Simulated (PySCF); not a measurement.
**A ladder of Hamiltonians for Dy⁴⁸⁺ (dysprosium, charge +48)**

Occupied: 1s1/2, 2s1/2, 2p1/2, 2p3/2, 3s1/2, 3p1/2, 3p3/2. Hartree-Fock calculated with PySCF 2.14 in an even-tempered Gaussian basis (20 s from 5.3 bohr⁻², ratio 2.3; 16 p from 6.4 bohr⁻², ratio 2.3), Gaussian nucleus throughout. NR is non-relativistic, sf-X2C the spin-free one-electron X2C Hamiltonian, X2C adds the bare one-electron spin-orbit term, X2C-SNSO screens it by Boettger's factors, DC is four-component Dirac-Coulomb, and the Gaunt and Breit terms are added at first order (total energies over the DC spinors, levels after relaxing the spinors in that mean field). QED terms are absent. Levels marked empty are virtual spinors of this ion; the basis has s and p functions only, so 3d, which can lie below the n = 4 levels, is absent.

```
Hamiltonian  E (hartree)  E − E(DC) (hartree)  CPU seconds
         NR   -9517.0190             508.0878         0.59
     sf-X2C  -10012.4350              12.6718         0.45
        X2C  -10021.7709               3.3359         0.45
   X2C-SNSO  -10021.1812               3.9257         0.45
         DC  -10025.1068               0.0000           20
   DC+Gaunt  -10013.6849              11.4220           33
   DC+Breit  -10014.7978              10.3091           95
```

```json
{"level (eV)": "1s1/2", "NR": "-53801.2", "sf-X2C": "-57216.3", "X2C": "-57205.3", "X2C-SNSO": "-57206.0", "DC": "-57267.1", "DC+Gaunt": "-57095.0", "DC+Breit": "-57107.8"}
{"level (eV)": "2s1/2", "NR": "-11249.6", "sf-X2C": "-12185.0", "X2C": "-12181.7", "X2C-SNSO": "-12181.9", "DC": "-12190.0", "DC+Gaunt": "-12171.4", "DC+Breit": "-12172.8"}
{"level (eV)": "2p1/2", "NR": "-10877.0", "sf-X2C": "-11168.0", "X2C": "-11764.2", "X2C-SNSO": "-11743.6", "DC": "-11747.6", "DC+Gaunt": "-11717.3", "DC+Breit": "-11720.3"}
{"level (eV)": "2p3/2", "NR": "-10877.0", "sf-X2C": "-11168.0", "X2C": "-10917.1", "X2C-SNSO": "-10924.4", "DC": "-10930.8", "DC+Gaunt": "-10909.8", "DC+Breit": "-10912.8"}
{"level (eV)": "3s1/2", "NR": "-4416.6", "sf-X2C": "-4692.3", "X2C": "-4691.4", "X2C-SNSO": "-4691.4", "DC": "-4693.4", "DC+Gaunt": "-4689.0", "DC+Breit": "-4689.5"}
{"level (eV)": "3p1/2", "NR": "-4258.6", "sf-X2C": "-4367.9", "X2C": "-4516.4", "X2C-SNSO": "-4511.4", "DC": "-4512.3", "DC+Gaunt": "-4505.0", "DC+Breit": "-4505.9"}
{"level (eV)": "3p3/2", "NR": "-4258.6", "sf-X2C": "-4367.9", "X2C": "-4304.6", "X2C-SNSO": "-4306.4", "DC": "-4307.8", "DC+Gaunt": "-4302.7", "DC+Breit": "-4303.7"}
{"level (eV)": "4s1/2 (empty)", "NR": "-2259.8", "sf-X2C": "-2367.5", "X2C": "-2367.2", "X2C-SNSO": "-2367.3", "DC": "-2367.9", "DC+Gaunt": "-2366.3", "DC+Breit": "-2366.5"}
{"level (eV)": "4p1/2 (empty)", "NR": "-2198.9", "sf-X2C": "-2246.5", "X2C": "-2300.5", "X2C-SNSO": "-2298.6", "DC": "-2299.0", "DC+Gaunt": "-2296.3", "DC+Breit": "-2296.7"}
{"level (eV)": "4p3/2 (empty)", "NR": "-2198.9", "sf-X2C": "-2246.5", "X2C": "-2223.4", "X2C-SNSO": "-2224.0", "DC": "-2224.5", "DC+Gaunt": "-2222.6", "DC+Breit": "-2223.0"}
```

| interval (eV) | X2C | X2C-SNSO | DC | DC+Gaunt | DC+Breit |
| --- | --- | --- | --- | --- | --- |
| 2p3/2 − 2p1/2 | 847.1 | 819.2 | 816.8 | 807.5 | 807.5 |
| 3p3/2 − 3p1/2 | 211.9 | 204.9 | 204.5 | 202.3 | 202.3 |
| 4p3/2 − 4p1/2 | 77.13 | 74.61 | 74.51 | 73.70 | 73.69 |

Weight of the small component: 1s1/2 0.0607, 2s1/2 0.0138, 2p1/2 0.0137, 2p3/2 0.0127, 3s1/2 0.00512, 3p1/2 0.00503, 3p3/2 0.00478, 4s1/2 0.00246, 4p1/2 0.00243, 4p3/2 0.00233.

Koopmans' value for the highest occupied level at DC+Breit: 4303.7 eV, against an ionisation energy of 4303 ± 4 eV (theoretical estimate listed by NIST; NIST Atomic Spectra Database, ionization energies); the former lacks relaxation, correlation, QED and recoil.

The whole ladder took 150 s of wall time on 1 thread of Neoverse-V1 (shared host), launched as `OMP_NUM_THREADS=1 python relrun2.py TASK.json OUT` (a driver that calls PySCF for each Hamiltonian).
